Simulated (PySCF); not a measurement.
Excitation energy of Ba by level of theory

Ba [Xe] 6s2 (1S) → Ba [Xe] 5d1 6s1, s spin flipped, as a difference of total energies. All numbers are calculated (PySCF 2.14, the spin-free X2C one-electron Hamiltonian (Gaussian nucleus), in aug-cc-pwCVTZ-X2C). Correlated levels: valence: [Xe] frozen; valence and next inner shell: [Kr] 4d10 frozen. The calculations carry no spin-orbit coupling.

```
                                method  excitation energy (cm⁻¹)
                                   UHF                    9222.5
                                   LDA                    9628.7
                                   PBE                    8498.3
                                  PBE0                    8572.0
                                r2SCAN                    6414.1
                                PBEsol                    8609.5
                             BHandHLYP                    9422.9
                                B2PLYP                     10018
                         MP2 (valence)                     11283
                     SCS-MP2 (valence)                     11695
    MP2 (valence and next inner shell)                     12144
SCS-MP2 (valence and next inner shell)                     12308
```

The upper determinant mixes two multiplicities, so it lies between the two terms.
